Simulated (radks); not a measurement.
Ionisation of neutral tin, [Kr] 4d10 5s2 5p2, to [Kr] 4d10 5s2 5p1 as the strength of local exchange is varied. Calculated with a radial shooting solver on a logarithmic mesh with Libxc functionals: scalar-relativistic Kohn-Sham, Slater X-alpha exchange (alpha = 2/3 is LDA exchange), no correlation, spin-unpolarised, spherical densities, finite nucleus; Fermi nuclear charge, rms radius 4.6519 fm.

alpha  E(Sn) (hartree)  exchange (hartree)  IE (eV)  -e of the level emptied (eV)  <r> of it (bohr)
0.667      -6167.01598          -154.61873    6.084                    2.942 (5p)             3.324
0.772      -6191.45882          -179.65340    6.825                    3.570 (5p)             3.188
0.781      -6193.55833          -181.80797    6.890                    3.627 (5p)             3.178
0.867      -6213.65536          -202.46553    7.529                    4.182 (5p)             3.080
0.942      -6231.23362          -220.58343    8.108                    4.692 (5p)             3.002
0.962      -6235.92929          -225.43100    8.266                    4.832 (5p)             2.982
0.963      -6236.16417          -225.67355    8.274                    4.839 (5p)             2.981

NIST Atomic Spectra Database: 7.344 eV (measured). The Delta-SCF value meets it near alpha = 0.84. Spin polarisation and multiplet splitting are left out, so open shells lie too high by an amount that depends on their filling. Spin-orbit splitting is averaged out at the scalar-relativistic level.

Beside tabulated values, note that spin-unpolarised runs miss the spin-polarisation part of the exchange energy of open shells.
